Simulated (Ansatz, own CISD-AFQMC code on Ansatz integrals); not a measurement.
CH3NO, SMILES `NC=O` (charge 0, multiplicity 1).

Z-matrix (Å, degrees):
```
C
O 1 1.2060
N 1 1.3509 2 124.96
H 3 1.0032 1 121.28 2 180.00
H 3 1.0061 4 119.43 1 -179.99
H 1 1.1071 2 122.71 3 -180.00
```
Charge 0, spin multiplicity 1.

Frozen-core energies in cc-pVDZ from Ansatz (an electronic-structure program) at a geometry from PBE0-D3(BJ)/def2-TZVP; the HF reference has <S^2> = 0.00 and the T1 diagnostic is 0.017.

```
level    energy (Ha)
-------  -----------
HF        -168.94849
MP2       -169.43023
CCSD      -169.44886
CCSD(T)   -169.46405
```

Problem. Estimate the energies of CCSDT, phaseless AFQMC, CISD trial (own CISD-AFQMC code on Ansatz integrals; ±0.39 mHa) and CCSDT(Q), and give each level's difference from CCSDT(Q).

Solution. 
```tsv
level	energy (Ha)	difference from CCSDT(Q) (mHa)
MP2	-169.43023	35.88
CCSD	-169.44886	17.26
CCSD(T)	-169.46405	2.06
CCSDT	-169.46464	1.47
phaseless AFQMC, CISD trial (own CISD-AFQMC code on Ansatz integrals; ±0.39 mHa)	-169.46593	0.18
CCSDT(Q)	-169.46611	0.00
```
